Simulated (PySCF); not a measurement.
Harmonic spectrum computed at PBE0 in the def2-TZVP basis family (core potentials from Rb on, PySCF, no spin–orbit coupling):

```json
{"symmetry": "a'", "ω (cm⁻¹)": "850", "IR (km/mol)": "110"}
{"symmetry": "a'", "ω (cm⁻¹)": "868", "IR (km/mol)": "82.7"}
{"symmetry": "a'", "ω (cm⁻¹)": "1969", "IR (km/mol)": "371"}
```

Problem. Which molecule gave it? In each, all ligands are bound to the one heavy central atom.
A. AlHF (doublet)
B. SiHF (singlet)
C. CuHF (doublet)
D. SHF (singlet)

Solution. B. It has Cs symmetry with Si–F 1.612 Å, Si–H 1.541 Å.
